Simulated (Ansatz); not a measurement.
Geometry optimisation, Ansatz, UKS PBE-D4/def2-SVP.

input.yaml

```yaml
crystal:
  periodic: [false, false, false]
  atoms:
    - { symbol: F, position_ang: [1.1433, -0.5329, 2.4232] }
    - { symbol: Al, position_ang: [0.5937, -0.8982, 0.7283] }
    - { symbol: F, position_ang: [0.9044, -2.531, 0.0466] }
    - { symbol: Si, position_ang: [-0.426, 0.7281, -0.6033] }
    - { symbol: H, position_ang: [0.3006, 0.9768, -1.8229] }
    - { symbol: H, position_ang: [-0.6575, 1.9762, 0.1688] }
    - { symbol: H, position_ang: [-1.7974, 0.213, -0.9863] }
magnetization:
  spin_polarized: true
basis:
  gaussian: { orbitals: def2-SVP }
hamiltonian:
  xc: pbe
  dispersion: d4
relax:
  f_tol: 0.02
  max_steps: 50
```

Command:

```bash
$ ansatz run input.yaml --threads 2 --pin off --max-ram 3072MiB --backend cpu --events-out ev --progress --plain --runs-dir out
```

Problem. Where does it end, and by what steps?

Solution. The run converged. After 5 steps the energy has fallen by 0.520 eV; F1 moved furthest, 0.14 Å.

| step | energy less start (eV) | largest force component (eV/Å) | accepted |
| --- | --- | --- | --- |
| 0 | 0.0000 | 2.720 | yes |
| 1 | -0.3758 | 1.731 | yes |
| 2 | -0.5132 | 0.338 | yes |
| 3 | -0.5181 | 0.148 | yes |
| 4 | -0.5201 | 0.020 | yes |
| 5 | -0.5202 | 0.004 | yes |

```xyz
7
Properties=species:S:1:pos:R:3
F 1.146 -0.639 2.330
Al 0.637 -0.940 0.763
F 0.941 -2.473 0.164
Si -0.485 0.735 -0.599
H 0.317 0.998 -1.845
H -0.654 2.024 0.157
H -1.841 0.227 -1.016
```

Whether the end is a true minimum wasn't checked by a vibrational analysis.

The run took 13 s on 2 threads of Arm Neoverse V1, with other jobs on the host, peak memory 0.18 GiB.
